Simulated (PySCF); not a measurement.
Si(F)(Br)(OH)2 (BrFH2O2Si), SMILES O[Si](O)(F)Br. Geometry optimised at PBE-D3(BJ)/def2-SVP. This is a generated structure with no PubChem entry under its InChIKey; it may be hypothetical. One conformer was computed; it need not be the lowest.

All values below come from PySCF with PBE-D3(BJ)/def2-SVP.

Harmonic wavenumbers (cm⁻¹): 107, 150, 208, 237, 264, 314, 320, 461, 760, 790, 841, 939, 980, 3756, 3769. Rotational constants (GHz): 3.877, 1.503, 1.483; symmetry number 1.

### Question
Work out the zero-point energy and the ideal-gas rigid-rotor harmonic-oscillator thermochemistry at 298.15 K and 1 atm.

### Answer
ZPE = ½ Σ hcν = ½ × 13895 cm⁻¹ = 83.11 kJ/mol. H − E(el) = 104.23 kJ/mol. Entropy in J/(mol K): translation 172.12, rotation 117.20, vibration 66.07, total 355.39. G − E(el) = -1.73 kJ/mol. Cp = 102.87 J/(mol K). Modes under 150 cm⁻¹ make the vibrational entropy uncertain.
